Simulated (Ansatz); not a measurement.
## GeF2: a line through the functionals

GeF2 has 3 atoms, charge 0, and is taken as a singlet. As SMILES, `[F][Ge][F]`. Geometry: relaxed at PBE0-D4/def2-TZVP.

The electronic atomisation energy y, in eV, basis def2-TZVPP; a is the functional's share of exact exchange. Programs: Ansatz 0.2.0.

| functional | program | a | y (eV) |
| --- | --- | --- | --- |
| PBE | Ansatz | 0 | 11.57 |
| BLYP | Ansatz | 0 | 11.38 |
| B3LYP | Ansatz | 0.2 | 11.04 |
| r2SCAN0 | Ansatz | 0.25 | 10.59 |
| PBE0 | Ansatz | 0.25 | ? |
| BHLYP | Ansatz | 0.5 | 10.26 |

Q: Fit y = c + s·a to the known rows and predict PBE0.

A: 
1. Means of the 5 rows: a = 0.1900, y = 10.968.
2. Σ(Δa)² = 0.172, Σ(Δa·Δy) = -0.4341, so the slope is -0.4341/0.172 = -2.5238.
3. Intercept: 10.968 − (-2.5238) × 0.1900 = 11.448. The largest residual of the fit is 0.23.
4. PBE0: 11.448 + (-2.5238) × 0.25 = 10.82 eV.

The run gave 10.89 eV, so the prediction is off by -0.07 eV, within the scatter of the fit.
